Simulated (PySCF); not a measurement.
Compound: [SbF6]- (charge -1).
Structure used (PBE0-D3(BJ)/def2-SVP), in Å, numbered top down from 1:
```
atom  x, y, z in Å
Sb1    0.000    0.000    0.000
F2    -0.018   -0.011    1.922
F3     0.017    0.010   -1.921
F4     1.921    0.006    0.016
F5    -1.921   -0.005   -0.015
F6    -0.005    1.922    0.006
F7     0.005   -1.921   -0.008
```

Theory: TDDFT wB97X-D/def2-SVPD, vertical, gas phase, core orbitals frozen in the response, def2 core potentials past Kr in PySCF 2.14.0, density-fitted response routines. Spin–orbit coupling is left out.

Excitation energies and transition dipoles (atomic units, axes of the coordinates) of those of the lowest 10 singlets that add 0.02 au or more to the mean polarisability:

```
state  ΔE (hartree)      μx      μy      μz
   S7        0.2954   0.251   0.479   0.577
   S8        0.2955  -0.670   0.417  -0.055
   S9        0.2956  -0.338  -0.472   0.538
```

Q: What does each state add to αxx, αyy and αzz, and how do the sums compare with the full static tensor?

A: Each state adds 2 μα² / ΔE.

```tsv
state	αxx (au)	αyy (au)	αzz (au)
S7	0.43	1.55	2.26
S8	3.04	1.18	0.02
S9	0.77	1.51	1.96
all 10 states	4.2	4.2	4.2
full response	44.5	44.6	44.5
share (%)	10	10	10
```

The rest comes from the higher roots of the same response equations.

Q: Give the full tensor and its principal values.

A: In au, rows and columns x, y, z:
```
x   44.5  0.0  0.0
y    0.0 44.6  0.0
z    0.0  0.0 44.5
```
Principal values 44.5, 44.5 and 44.6 au; mean 44.6 au (6.60 Å³).

Q: By how much does the contribution of these states grow at 1064 nm?

A: With ω = 0.0428 hartree each state's term in the mean polarisability goes from f / ΔE² to f / (ΔE² − ω²), f = (2/3) ΔE |μ|²; the sum over all 10 states goes from 4.24 to 4.33 au, a rise of 0.09 au.

Hardware: x86-64 server, one thread, shared host. Cost: 23 s.
